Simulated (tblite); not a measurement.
C6H5OS (doublet state).
Atom-mapped SMILES: `[O:1][c:2]1[cH:3][cH:4][cH:5][cH:6][c:7]1[SH:8]` (hydrogens: H9 on C3; H10 on C4; H11 on C5; H12 on C6; H13 on S8)

Computed geometry: GFN2-xTB, gas phase. This method treats the open shell by occupation alone, without spin polarisation.

Question: List the bond lengths, angles and torsions at this level.

Answer: 
```tsv
bond	length (pm)
O1–C2	124.4
C2–C3	143.2
C3–C4	136.3
C4–C5	140.7
C5–C6	137.8
C6–C7	138.6
C7–S8	171.9
C2–C7	146.7
C3–H9	107.9
C4–H10	108.0
C5–H11	107.9
C6–H12	108.0
S8–H13	137.5
```

A selection of angles:
```tsv
angle	degrees
O1–C2–C3	124.8
O1–C2–C7	119.5
C3–C2–C7	115.7
C2–C3–C4	121.1
C3–C4–C5	121.4
C4–C5–C6	120.5
C5–C6–C7	119.6
C6–C7–S8	124.8
C2–C7–C6	121.6
C2–C7–S8	113.6
H13–S8–C7	87.1
```

Dihedral angles: H13–S8–C7–C6 180° (antiperiplanar).

The 6 C–C bonds span 1.363 Å (C3–C4, aromatic) to 1.467 Å (C2–C7, aromatic), a spread of 0.104 Å. C5 (carbon bonded to 2 C and H) is planar (angles 120.5°, 120.0° and 119.5°, sum 360.0°, 0.00 Å off the plane of its three neighbours). C3 (carbon bonded to 2 C and H) is planar (angles 121.7°, 121.1° and 117.2°, sum 360.0°, 0.00 Å off the plane of its three neighbours). Of the pairs four or more bonds apart, O1···H13 is among the closest relative to their van der Waals radii: 1.77 Å, 65 % of the sum of Bondi's values. C7 (carbon bonded to 2 C and S) is planar (angles 124.8°, 121.6° and 113.6°, sum 360.0°, 0.00 Å off the plane of its three neighbours). C6 (carbon bonded to 2 C and H) is planar (angles 120.9°, 119.6° and 119.5°, sum 360.0°, 0.00 Å off the plane of its three neighbours). C2 (carbon bonded to 2 C and O) is planar (angles 124.8°, 119.5° and 115.7°, sum 360.0°, 0.00 Å off the plane of its three neighbours).

Point group: Cs (tolerance 0.08 Å). Its GFN2-xTB frequencies are all real (lowest 132 cm⁻¹). Torsions: C6–C7–S8–H 180°.

The run took 0.23 s of wall time on an Intel Xeon Platinum 8259CL at 2.50 GHz with one thread (shared host). This is the geometry optimisation.

One conformer stands for the species.
